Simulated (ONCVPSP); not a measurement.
# Transferability test, ONCV potential for rubidium (Rb)

Rb, optimised norm-conserving Vanderbilt (ONCV), made with ONCVPSP 4.0.1 (PBE, scalar-relativistic). Core [Ar] 3d10, reference 4s2 4p6 5s1. Waves: 4s+5s: rc 2.20 bohr, ncon 5, nbas 8, qcut 5.5 1/bohr, 2 projectors; 4p: rc 2.35 bohr, ncon 5, nbas 10, qcut 4.8 1/bohr, 1 projector; d scattering state at 0.22 Ha: rc 2.55 bohr, ncon 5, nbas 9, qcut 3.7 1/bohr, 1 projector. Local part: polynomial inside 1.70 bohr (lpopt 5, dvloc0 0 Ha). Core correction: polynomial model core, fcfact 0.45.

Energies are relative to the spin-unpolarised reference configuration 4s2 4p6 5s1; without spin polarisation the order of configurations can differ from experiment.

```
valence configuration  charge  ΔE all-electron (eV)  error AE − PS (meV)
          4s2 4p6 5s0      +1                 4.154                 -0.2
        4s2 4p6 5s0.5    +0.5                 1.578                 -0.1
          4s2 4p5 5s1      +1                21.140                 -4.7
```

Question: What are ΔE and the potential's error for 4s2 4p6 5s0 5p1?

Answer: ΔE = 1.520 eV all-electron; the error (AE − PS) is +5.6 meV.
